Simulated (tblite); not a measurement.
Species: C6H14BO2P.
Structure used (GFN2-xTB), in Å, numbered top down from 1:
```xyz
24
C6H14BO2P angstrom
C     -3.747   -1.284    0.070
C     -2.343   -0.781    0.377
C     -1.711   -0.062   -0.830
B     -0.303    0.529   -0.427
P     -0.102    1.760    0.978
C      1.032   -0.072   -1.024
O      2.187    0.554   -0.431
C      3.062   -0.228    0.205
C      4.187    0.590    0.783
O      2.963   -1.424    0.289
H     -3.727   -1.991   -0.757
H     -4.399   -0.457   -0.203
H     -4.170   -1.783    0.939
H     -1.708   -1.621    0.665
H     -2.379   -0.091    1.226
H     -2.401    0.732   -1.133
H     -1.656   -0.765   -1.664
H     -1.215    2.552    0.762
H      0.795    2.620    0.384
H      1.116    0.057   -2.109
H      1.102   -1.151   -0.831
H      3.878    1.624    0.900
H      5.037    0.543    0.104
H      4.489    0.168    1.737
```

Level: GFN2-xTB in tblite, geometry and Hessian alike; calculated harmonic values, unscaled, isolated species. Errors from tens to a few hundred cm⁻¹ against measured bands are possible. Modes of hydrogen on phosphorus can be 10 to 20 % off. One conformer, not necessarily the lowest. The optimisation stopped once no atom felt more than 0.01 eV/Å.

Lowest wavenumbers of the output (negative numbers stand for imaginary wavenumbers):
```
mode    cm-1
  1     -32.3
  2      10.4
  3      21.8
  4      42.0
  5      64.7
  6      86.6
  7     117.6
  8     163.3
```

**Question.** Is this structure a minimum?

**Answer.** Not by this Hessian. 1 mode is imaginary beyond 20i (32i cm⁻¹), so at this level the point lies at or near a first-order saddle. The curvature is small, so loose convergence or finite differences may be the whole cause.

**Question.** Which atoms move in the imaginary mode?

**Answer.** 32i: H23 (methyl hydrogen) 35 %, H22 (methyl hydrogen) 32 %, H24 (methyl hydrogen) 30 %. These are shares of the mass-weighted motion.

**Question.** What is the remedy?

**Answer.** Step along that mode in both directions, optimise again with tighter thresholds and repeat the frequencies. The zero-point energy of this point (120.2 kcal/mol) counts the 65 real modes alone, and thermal corrections from it aren't those of a minimum.
